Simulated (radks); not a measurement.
Task: All-electron atom: Lu LXXI in 1s1 (the NIST ground configuration). Calculated with a radial shooting solver on a logarithmic mesh with Libxc functionals: scalar-relativistic Kohn-Sham, exchange-only LDA, spin-polarised, spherical densities, point nucleus; open shells are filled with parallel spins first (spin-orbit coupling, left out, can overturn this in heavy ions). Some entries of the table are withheld. Estimate them.

orbital,occ.,eigenvalue (hartree),r(max) (bohr)
1s up,1,(1),0.01205
2s up,0,-679.5946,0.06629
2p up,0,-641.8280,0.05307

Result: 
(1) 1s up eigenvalue (hartree): -2695.969
